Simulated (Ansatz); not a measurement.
Total energies of `[F][In]([F])[I]`.

```xyz
4

F     0.4017    1.7306   -0.9004
In   -0.0593    0.0926    0.0061
F    -1.6819    0.2687    1.0324
I     1.3395   -2.0919   -0.1381
```

Total charge 0; spin multiplicity 1. Correlated methods include outer-core shells of I, In, which these sets cover unevenly. In, I takes the def2 core potential. The geometry is a stationary point of PBE0-D4/def2-TZVP. Basis def2-TZVPP, Ansatz.

RPA on PBE orbitals: Hartree–Fock energy of these orbitals -684.88771 Eh, correlation -1.72620 Eh (frozen core).

```tsv
functional	energy without D4 (Eh)	D4 term (kJ/mol)
LDA (SPW92)	-685.73783	–
revPBE	-687.75591	-18.2
BLYP	-687.62721	-18.3
PBE0	-687.55616	-7.9
B3LYP	-687.89378	-14.9
r2SCANh	-687.80542	-2.2
r2SCAN0	-687.75188	-2.5
HSE06 (plane-wave form)	-687.54560	-7.6
BHLYP	-687.53289	-16.2
CAM-B3LYP	-687.67312	-8.4
LC-ωPBE	-687.69237	–
ωB97X-V	-687.63249	–
ωB97M-V	-687.62017	–
PBE-QIDH	-687.17720	–
```

Task: Give the same for PBE, r2SCAN, B97M-V, B2PLYP. (An estimate is asked.)

Result: Ansatz gave: 
```
functional  energy without D4 (Eh)  D4 term (kJ/mol)
       PBE              -687.53830              -9.1
    r2SCAN              -687.84229              -1.9
    B97M-V              -687.64687                 –
    B2PLYP              -687.25266                 –
```

B3LYP takes the VWN-RPA correlation (the form of Gaussian; ORCA's B3LYP/G). HSE06 is the plane-wave form, built on full-range PBE exchange. The double hybrids freeze the cores in their second-order part.

LC-ωPBE has ω = 0.4 bohr⁻¹.
